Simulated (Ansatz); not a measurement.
`F[SiH](Cl)[GeH2][Cl]` + H–F → `[F][GeH2][Cl]` + `F[SiH2]Cl` at 400 K and 1 bar (cleavage of the Ge–Si bond).

Calculated with Ansatz (gas phase, PBE0-D4/def2-TZVP geometries, no zero-point term in ΔE). CCSD(T)/CBS is the MP2 limit (def2-TZVPP, def2-QZVPP) plus CCSD(T) − MP2 in def2-TZVPP, frozen cores. This one scheme is used for every species. For Ge outer-core shells are correlated without core-valence functions, which leaves a few kJ/mol of doubt a bond. Scalar relativity is left out up to krypton. Each species was taken in one conformer, which may not be the lowest.

| species | CCSD(T)/CBS energy (Eh) | H − E (kJ/mol) | S (J/(mol·K)) |
| --- | --- | --- | --- |
| `F[SiH](Cl)[GeH2][Cl]` | -3386.49998 | 117.6 | 427.2 |
| H–F | -100.39570 | 36.5 | 182.2 |
| `[F][GeH2][Cl]` | -2636.95386 | 72.2 | 315.0 |
| `F[SiH2]Cl` | -849.96195 | 76.1 | 299.2 |

H − E and S are ideal-gas, rigid-rotor, harmonic terms from PBE0-D4/def2-TZVP, for one conformer and one mirror image of each species. 1 Eh = 2625.50 kJ/mol, R = 8.31446 J/(mol·K).

**Question.** By hand: ΔE, ΔH, ΔS and ΔG.

**Answer.** ΔE = (-2636.95386) + (-849.96195) − (-3386.49998) − (-100.39570) = -0.02013 Eh = -52.9 kJ/mol. Δ(H − E) = 72.2 + 76.1 − 117.6 − 36.5 = -5.8, so ΔH = -58.7 kJ/mol. ΔS = 315.0 + 299.2 − 427.2 − 182.2 = 4.8 J/(mol·K). ΔG = -58.7 − 400 × (4.8)/1000 = -60.6 kJ/mol.

**Question.** By hand: the equilibrium constant, and the temperature at which ΔG would vanish if ΔH and ΔS stayed fixed.

**Answer.** log₁₀ K = −ΔG/(RT ln 10) = 7.9. ΔH and −TΔS have one sign here, so there is no such temperature.

The number of gas molecules stays the same, so ΔS is small and ΔH decides. A doubt of 5 kJ/mol in ΔE shifts log₁₀ K by 0.7 here. Other conformers and mirror images would add mixing entropy, several J/(mol·K) or more a flexible species. Modes under 60 cm⁻¹, often nearly free rotors, make the harmonic entropy too high. These are equilibria of isolated gas molecules and say nothing of rates. Largest T1 diagnostic: 0.011 (customary marks: 0.02 for closed shells, 0.045 for open ones).

ΔS is within the doubt of such terms, so its sign, and with it that verdict, could turn.
